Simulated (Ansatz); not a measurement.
Mulliken charges of C₂H₆AlBr, SMILES `[CH3][Al]([CH3])[Br]` from B3LYP/def2-TZVPP in Ansatz (PBE0-D4/def2-TZVP geometry).

```csv
atom,x (Å),y (Å),z (Å),charge (e)
C1,-1.177,0.031,-1.279,-0.441
Al2,-0.058,-0.588,0.183,0.571
C3,1.254,0.506,1.110,-0.441
Br4,-0.297,-2.748,0.857,-0.275
H5,-0.562,0.394,-2.110,0.093
H6,-1.797,0.875,-0.960,0.092
H7,-1.837,-0.750,-1.661,0.108
H8,0.785,1.404,1.527,0.093
H9,1.747,-0.029,1.922,0.108
H10,2.026,0.853,0.414,0.092
```

Question: By hand: the dipole of these point charges (1 e Å = 4.8032 D).

Answer: Σ q r = (0.047, 0.425, -0.133) e Å, of length 0.448 e Å = 2.15 D.

Question: How does the dipole of the full density compare? (Estimate.)

Answer: Computed: (0.047, 0.423, -0.132) e Å, 2.14 D; the point charges give 1.00 times that, at 0° from its direction.

Point charges leave out the atoms' own dipoles, such as those of lone pairs, and Mulliken's split depends on the basis, so the close match here is no proof of good charges.

B3LYP here is the variant with VWN-RPA as its local correlation; programs differ in this.
